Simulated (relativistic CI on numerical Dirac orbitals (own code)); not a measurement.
## Line list: Electric-dipole lines, Pb LXXX

Computed by Dirac-Coulomb-Breit CI, orbitals from a KLI potential per configuration, a model potential for QED, unscaled Slater integrals (own radial code, finite nucleus).

Configuration list (outside the closed core 1s2): 2s, 2p, 3s, 3p, 3d, 4s, 4p, 4d, 4f, 5s, 5p, 5d, 5f, 5g. Levels of other configurations are missing.

```csv
λ vac (Å),Lower,Upper,A (s⁻¹),log gf,S velocity/length
0.6488,2p 2P°_1/2 [2],4d 2D_3/2 [12],9.04e+14,-0.64,0.99
0.6608,2p 2P°_3/2 [3],5d 2D_5/2 [20],3.90e+14,-0.82,1.00
0.7389,2p 2P°_3/2 [3],4d 2D_5/2 [13],8.51e+14,-0.38,1.00
0.8287,2s 2S_1/2 [1],3p 2P°_3/2 [6],7.51e+14,-0.51,1.00
0.8411,2p 2P°_1/2 [2],3d 2D_3/2 [7],2.55e+15,0.03,1.00
0.8707,2s 2S_1/2 [1],3p 2P°_1/2 [5],1.20e+15,-0.56,1.00
0.9901,2p 2P°_3/2 [3],3d 2D_5/2 [8],2.62e+15,0.36,1.00
1.0058,2p 2P°_3/2 [3],3d 2D_3/2 [7],4.32e+14,-0.58,1.00
1.0751,2p 2P°_3/2 [3],3s 2S_1/2 [4],4.08e+14,-0.85,1.01
1.7398,3p 2P°_1/2 [5],5d 2D_3/2 [19],1.24e+14,-0.65,0.99
1.9228,3p 2P°_3/2 [6],5d 2D_5/2 [20],1.42e+14,-0.33,1.00
1.9264,3d 2D_3/2 [7],5f 2F°_5/2 [21],1.86e+14,-0.21,1.00
1.9801,3d 2D_5/2 [8],5f 2F°_7/2 [23],1.86e+14,-0.06,1.00
2.4035,3s 2S_1/2 [4],4p 2P°_3/2 [11],8.71e+13,-0.52,0.99
2.4301,3p 2P°_1/2 [5],4d 2D_3/2 [12],2.25e+14,-0.10,1.00
2.5526,3s 2S_1/2 [4],4p 2P°_1/2 [10],1.56e+14,-0.52,1.00
2.7772,3p 2P°_3/2 [6],4d 2D_5/2 [13],2.85e+14,0.30,1.00
2.7847,3d 2D_3/2 [7],4f 2F°_5/2 [14],5.49e+14,0.58,1.00
2.8297,3p 2P°_3/2 [6],4d 2D_3/2 [12],5.05e+13,-0.62,1.00
2.8853,3d 2D_5/2 [8],4f 2F°_7/2 [15],5.62e+14,0.75,1.00
2.9123,3d 2D_5/2 [8],4f 2F°_5/2 [14],3.69e+13,-0.55,1.00
3.0612,3p 2P°_3/2 [6],4s 2S_1/2 [9],1.10e+14,-0.51,1.00
4.6865,2s 2S_1/2 [1],2p 2P°_3/2 [3],2.37e+13,-0.50,1.03
5.2695,4s 2S_1/2 [9],5p 2P°_3/2 [18],1.89e+13,-0.50,0.99
5.3194,4p 2P°_1/2 [10],5d 2D_3/2 [19],4.13e+13,-0.15,0.99
5.6357,4s 2S_1/2 [9],5p 2P°_1/2 [17],3.60e+13,-0.46,1.00
5.9840,4p 2P°_3/2 [11],5d 2D_5/2 [20],5.88e+13,0.28,1.00
5.9989,4d 2D_3/2 [12],5f 2F°_5/2 [21],1.00e+14,0.51,1.00
6.1093,4p 2P°_3/2 [11],5d 2D_3/2 [19],1.08e+13,-0.62,1.00
6.1857,4d 2D_5/2 [13],5f 2F°_7/2 [23],1.06e+14,0.69,1.00
6.1860,4f 2F°_5/2 [14],5g 2G_7/2 [22],1.71e+14,0.90,1.00
6.2495,4d 2D_5/2 [13],5f 2F°_5/2 [21],7.16e+12,-0.60,1.00
6.2728,4f 2F°_7/2 [15],5g 2G_9/2 [24],1.74e+14,1.01,1.00
6.3114,4f 2F°_7/2 [15],5g 2G_7/2 [22],6.14e+12,-0.53,1.00
6.6602,4p 2P°_3/2 [11],5s 2S_1/2 [16],3.68e+13,-0.31,1.00
15.849,3s 2S_1/2 [4],3p 2P°_3/2 [6],3.78e+12,-0.24,1.01
16.925,3p 2P°_1/2 [5],3d 2D_3/2 [7],2.06e+12,-0.45,1.00
38.020,4s 2S_1/2 [9],4p 2P°_3/2 [11],9.30e+11,-0.09,1.01
40.444,4p 2P°_1/2 [10],4d 2D_3/2 [12],6.48e+11,-0.20,1.01
59.866,3p 2P°_3/2 [6],3d 2D_5/2 [8],5.76e+10,-0.73,0.94
75.056,5s 2S_1/2 [16],5p 2P°_3/2 [18],3.06e+11,0.01,1.02
79.693,5p 2P°_1/2 [17],5d 2D_3/2 [19],2.32e+11,-0.05,1.02
140.78,4p 2P°_3/2 [11],4d 2D_5/2 [13],1.90e+10,-0.47,0.97
274.65,5p 2P°_3/2 [18],5d 2D_5/2 [20],7.01e+09,-0.32,0.99
291.58,5d 2D_3/2 [19],5f 2F°_5/2 [21],4.51e+09,-0.46,1.00
```

Terms are leading LS components. Brackets give the number of a level in order of energy, since labels repeat. The list gives strong lines, with weight on those to low levels. Levels whose partners in the same complex of configurations lie outside the list can be far off, and so can their lines. Rates are taken at the computed energies, electric ones in the length gauge. A velocity-to-length ratio far from 1 marks an uncertain rate.

At this charge energies of transitions that change n are usually good to better than 1 %, and those within a shell (Δn = 0) to a few per cent.
